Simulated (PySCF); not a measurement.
A PySCF script (with the pyscf-properties extension) for the NMR shieldings of `C#CPCCCPC`, C6H12P2, on a GFN2-xTB geometry:

```python
import basis_set_exchange as bse
import numpy as np
from pyscf import gto, dft
from pyscf.prop import nmr

atoms = """
C     1.211449    2.017266   -1.680736
C     1.777598    1.404594   -0.813832
P     2.808431    0.515267    0.309785
C     1.827055   -1.070782    0.430890
C     0.582193   -1.040207    1.313339
C    -0.528923   -0.143050    0.781580
P    -1.096495   -0.643819   -0.922929
C    -2.607461    0.421778   -1.004731
H     0.668929    2.550389   -2.406039
H     2.267353    1.115814    1.461443
H     2.515972   -1.830821    0.815748
H     1.554011   -1.360188   -0.589317
H     0.201679   -2.063769    1.395783
H     0.856761   -0.709488    2.320885
H    -0.179807    0.891291    0.712024
H    -1.381274   -0.168382    1.467606
H    -1.773719   -1.793903   -0.484223
H    -2.299702    1.451909   -1.178375
H    -3.218766    0.097999   -1.845035
H    -3.190434    0.368781   -0.086901
"""
names = dict.fromkeys(["C", "P", "H"], "pcSseg-1")
basis = {el: gto.basis.parse(bse.get_basis(n, elements=[el], fmt="nwchem")) for el, n in names.items()}
mol = gto.M(atom=atoms, basis=basis, charge=0, verbose=0)
mf = dft.RKS(mol, xc="PBE0")
mf.grids.level = 2
mf.grids.alignment = dft.numint.BLKSIZE   # the property module wants whole blocks of grid points
mf.conv_tol = 1e-9
mf.kernel()

calc = nmr.RKS(mf)   # GIAO
C = mf.mo_coeff
Co = C[:, mf.mo_occ > 0]
resp = mf.gen_response(singlet=True, hermi=2)
def vind(x):   # induced exchange potential for any number of trial vectors
    d = np.einsum("pi,xij,qj->xpq", C, 2 * x.reshape(-1, C.shape[1], Co.shape[1]), Co, optimize=True)
    return np.einsum("xpq,pi,qj->xij", resp(d - d.transpose(0, 2, 1)), C, Co, optimize=True).ravel()
mo1, _ = nmr.rhf.solve_mo1(calc, with_cphf=vind)
sigma = calc.kernel(mo1)
for i, s in enumerate(sigma):   # ppm
    w = np.linalg.eigvalsh((s + s.T) / 2)
    print("%2d %-2s iso %8.1f  s11 %8.1f  s22 %8.1f  s33 %8.1f" % (i, mol.atom_pure_symbol(i), w.mean(), *w))
```

Problem. What are the results?

Solution. 
```
 0 C  iso     82.4  s11      7.3  s22     16.7  s33    223.3
 1 C  iso    100.9  s11     -5.5  s22     13.9  s33    294.1
 2 P  iso    437.5  s11    362.9  s22    443.9  s33    505.7
 3 C  iso    164.9  s11    159.1  s22    160.1  s33    175.6
 4 C  iso    150.4  s11    141.1  s22    147.1  s33    163.0
 5 C  iso    158.6  s11    134.7  s22    164.9  s33    176.4
 6 P  iso    437.4  s11    386.2  s22    435.5  s33    490.4
 7 C  iso    179.3  s11    167.5  s22    181.8  s33    188.6
 8 H  iso     29.4  s11     24.0  s22     26.3  s33     38.0
 9 H  iso     27.7  s11     25.2  s22     26.2  s33     31.8
10 H  iso     30.2  s11     23.7  s22     29.0  s33     37.8
11 H  iso     29.1  s11     25.3  s22     28.9  s33     33.0
12 H  iso     29.6  s11     24.4  s22     28.3  s33     36.0
13 H  iso     29.8  s11     25.0  s22     28.1  s33     36.3
14 H  iso     29.0  s11     25.4  s22     28.9  s33     32.6
15 H  iso     29.8  s11     24.4  s22     29.0  s33     36.0
16 H  iso     28.8  s11     23.7  s22     27.7  s33     34.9
17 H  iso     30.8  s11     25.8  s22     29.6  s33     36.9
18 H  iso     30.6  s11     25.6  s22     27.2  s33     39.1
19 H  iso     30.3  s11     25.2  s22     28.4  s33     37.4
```

These numbers come from an equivalent density-fitted implementation of the same equations, which agrees with the script to about 0.01 ppm for H and up to a few tenths of a ppm for heavy atoms, so last digits may differ.

Size and cost of the density-fitted run: 210 basis functions, roughly 120 core-seconds.
